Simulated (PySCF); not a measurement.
**How methods differ on the fine-structure interval of Ce⁵³⁺**

Ce⁵³⁺ [He] 2s2 2p1 [2p1/2^1, M_J = 1/2] → Ce⁵³⁺ [He] 2s2 2p1 [2p3/2^1, M_J = 3/2], as a difference of total energies. All numbers are calculated (PySCF 2.14, the two-component X2C-1e Hamiltonian, in an uncontracted even-tempered set (17 s from 33 bohr⁻², ratio 2.4; 12 p from 43 bohr⁻², ratio 2.4; 5 d from 140 bohr⁻², ratio 2.6; 4 f from 210 bohr⁻², ratio 2.6)). Correlated levels: nothing frozen; the 26 highest virtual spinors dropped. "Screened" scales the spin-orbit matrix elements by Boettger's factors to mimic the two-electron term; Breit and QED terms are absent.

| method | fine-structure interval (cm⁻¹) |
| --- | --- |
| GHF (screened spin-orbit) | 4020200 |
| GMP2 (screened spin-orbit) | 4008100 |
| GHF (bare spin-orbit) | 4172900 |
